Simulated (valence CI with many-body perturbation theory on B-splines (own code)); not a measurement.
Results of a calculation; reference values are marked as such.
# Hyperfine factors and g values of Lu LVII

Level of theory: relativistic CI+MBPT: five valence electrons over a frozen Dirac-Fock core [Ne], radial functions for each j: 9 s, 9 p, 8 d, 6 f, 3 g, 1 h, with the one-electron correlation potential Σ1 (screened to all orders), the two-electron term Σ2, the three-electron term Σ3, Breit, model QED; selected single and double excitations, second order for the rest (own B-spline code, finite nucleus).

The last digits are not significant, and no measured levels were compared; by estimate large intervals hold to a few tenths of a per cent, small ones and those within an open d or f shell to about a per cent. Among the levels kept, up to 560 cm⁻¹ of a level comes from second order outside the variational space, and about a tenth of that is noise between levels of different J, which matters for small intervals.

A/g_I is the dipole constant over the nuclear g factor μ/I (μ in nuclear magnetons, uniformly magnetised nucleus), B/Q the quadrupole constant per barn. Both hold the static response of the core; the bare values leave it out. Large factors of s and p1/2 electrons are usually good to 5 to 10 %; those of open d and f shells near neutrality can be off by tens of per cent, and small factors of p3/2, d and f electrons come from cancelling terms and can be off by a factor of two or in sign, in half-filled shells by more. B is blank for J = 1/2, where it vanishes, and for nearly pure S terms. Energies count from the lowest level.

Levels are named by their leading jj configuration (3d3/2^4 stands for four electrons in 3d with j = 3/2), which in mixed levels can hold well under half, so a name can repeat and another be missing. Letters in brackets count levels of one name in rising energy.

```tsv
Level	E (eV)	g	A/g_I (MHz)	A/g_I bare	B/Q (MHz/b)	B/Q bare
(3s^2 3p1/2^2 3p3/2) J=3/2	0.00	1.346	179000	179000	347000	342000
(3s^2 3p1/2^2 3d3/2) J=3/2	217.69	0.778	96300	98800	56600	58600
(3s^2 3p1/2 3p3/2^2) J=3/2	278.25	1.453	-82000	-77100	29400	29000
(3s^2 3p1/2 3p3/2^2) J=5/2	289.55	1.187	451000	445000	-901	-882
(3s^2 3p1/2^2 3d5/2) J=5/2	296.71	1.198	44900	47500	46600	49000
(3s^2 3p1/2 3p3/2^2) J=1/2	304.08	0.649	1520000	1490000		
(3s 3p1/2^2 3p3/2^2) J=5/2	441.58	1.458	1000000	984000	80600	79500
(3s 3p1/2^2 3p3/2^2) J=3/2	470.16	1.147	-527000	-511000	-40300	-39600
(3s 3p1/2^2 3p3/2^2) J=1/2	471.52	2.061	4070000	3980000		
(3s^2 3p1/2 3p3/2 3d3/2) J=5/2 [a]	493.68	0.956	339000	335000	-37900	-36100
(3s^2 3p1/2 3p3/2 3d3/2) J=1/2 [a]	496.70	0.210	560000	554000		
(3s^2 3p1/2 3p3/2 3d3/2) J=3/2 [a]	496.79	0.904	335000	332000	-216000	-213000
(3s^2 3p1/2 3p3/2 3d3/2) J=7/2	505.38	1.026	335000	332000	377000	374000
(3s^2 3p1/2 3p3/2 3d3/2) J=5/2 [b]	533.42	1.164	54100	57000	358000	355000
(3s^2 3p1/2 3p3/2 3d3/2) J=1/2 [b]	542.68	1.665	1050000	1030000		
(3s^2 3p1/2 3p3/2 3d3/2) J=3/2 [b]	543.03	1.222	-43700	-38500	15800	14600
(3s^2 3p1/2 3p3/2 3d5/2) J=7/2 [a]	560.91	1.302	-65100	-60400	389000	387000
(3s^2 3p1/2 3p3/2 3d5/2) J=3/2 [a]	572.20	1.338	-222000	-214000	-132000	-130000
(3s^2 3p1/2 3p3/2 3d5/2) J=9/2	573.25	1.183	250000	248000	384000	382000
(3s^2 3p1/2 3p3/2 3d5/2) J=5/2 [a]	575.70	1.121	325000	321000	-257000	-252000
(3s^2 3p3/2^3) J=3/2	584.09	1.302	188000	187000	-375000	-370000
(3s^2 3p1/2 3p3/2 3d5/2) J=5/2 [b]	595.85	1.270	-55200	-50900	27600	28600
(3s^2 3p1/2 3p3/2 3d5/2) J=7/2 [b]	596.52	1.120	286000	284000	5030	7020
(3s^2 3p1/2 3p3/2 3d5/2) J=3/2 [b]	604.72	0.930	450000	443000	38800	39000
(3s^2 3p1/2 3p3/2 3d5/2) J=1/2	608.40	1.229	-454000	-441000		
(3s 3p1/2^2 3p3/2 3d3/2) J=5/2 [a]	654.84	1.263	786000	774000	107000	105000
(3s 3p1/2^2 3p3/2 3d3/2) J=3/2 [a]	656.93	1.262	442000	437000	2880	1420
(3s 3p1/2^2 3p3/2 3d3/2) J=1/2 [a]	658.90	2.397	2390000	2350000		
(3s 3p1/2^2 3p3/2 3d3/2) J=7/2	664.64	1.255	749000	738000	361000	358000
(3s 3p1/2^2 3p3/2 3d3/2) J=3/2 [b]	682.17	1.003	380000	376000	-187000	-184000
(3s 3p1/2^2 3p3/2 3d3/2) J=5/2 [b]	693.51	0.875	-181000	-173000	208000	208000
(3s 3p1/2^2 3p3/2 3d3/2) J=1/2 [b]	697.53	0.557	760000	746000		
(3s 3p1/2^2 3p3/2 3d5/2) J=9/2	722.65	1.350	590000	582000	378000	376000
(3s^2 3p1/2 3d3/2^2) J=5/2	724.32	0.779	279000	277000	80300	79800
(3s 3p1/2 3p3/2^3) J=3/2 [a]	731.00	1.489	776000	764000	-313000	-309000
(3s 3p1/2^2 3p3/2 3d5/2) J=5/2 [a]	738.36	1.378	865000	851000	-189000	-186000
(3s 3p1/2^2 3p3/2 3d5/2) J=7/2 [a]	745.93	1.257	411000	407000	195000	195000
(3s 3p1/2^2 3p3/2 3d5/2) J=3/2 [a]	747.59	1.131	-427000	-413000	-178000	-176000
(3s 3p1/2 3p3/2^3) J=5/2	747.92	1.292	1200000	1170000	-400000	-395000
(3s 3p1/2^2 3p3/2 3d5/2) J=7/2 [b]	762.28	1.174	-90700	-84300	214000	214000
```

Q: Take the isotope of mass number 175, with I = 7/2, μ = 2.2257 μN, leaving out the quadrupole term. What is the hyperfine structure of (3s^2 3p1/2 3p3/2^2) J=3/2?

A: From the table A = -52100 MHz. Shifts from the centre of gravity in MHz: F = 2: 352000, F = 3: 195000, F = 4: -13000, F = 5: -274000.
